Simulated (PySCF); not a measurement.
C2H11FSi3, SMILES F[SiH2][SiH2]CC[SiH3].

Geometry: PBE0-D3(BJ)/def2-SVP. This is a generated structure with no PubChem entry under its InChIKey; it may be hypothetical. One conformer was computed; it need not be the lowest.

Two levels are set side by side: TDA-PBE/def2-SVPD (PySCF) and TDA-ωB97X/def2-SVPD (PySCF). Vertical, same geometry. The lowest singlet is HOMO→LUMO 80 %, HOMO−1→LUMO 17 % with PBE and HOMO→LUMO 90 % with the other functional; states are paired by order. Differences are taken from unrounded values.

```tsv
quantity	TDA-ωB97X
lowest singlet excitation (eV)	6.49
lowest triplet excitation (TDA) (eV)	5.71
```

Task: What does TDA-PBE give, and how far is it from TDA-ωB97X? (The exact figures need the calculation; the answer reports its results.)

Result: 
```json
[
 {"quantity": "lowest singlet excitation (eV)", "TDA-PBE": "5.77", "TDA-PBE minus TDA-ωB97X": "-0.72"},
 {"quantity": "lowest triplet excitation (TDA) (eV)", "TDA-PBE": "5.14", "TDA-PBE minus TDA-ωB97X": "-0.58"}
]
```

Functionals without exact exchange tend to place singlet excitations lower, as here. Differences between two approximate levels are no errors against the true value.

Rough cost on one machine, each run with all the roots and properties that it gave: TDA-ωB97X against TDA-PBE about 6 times.
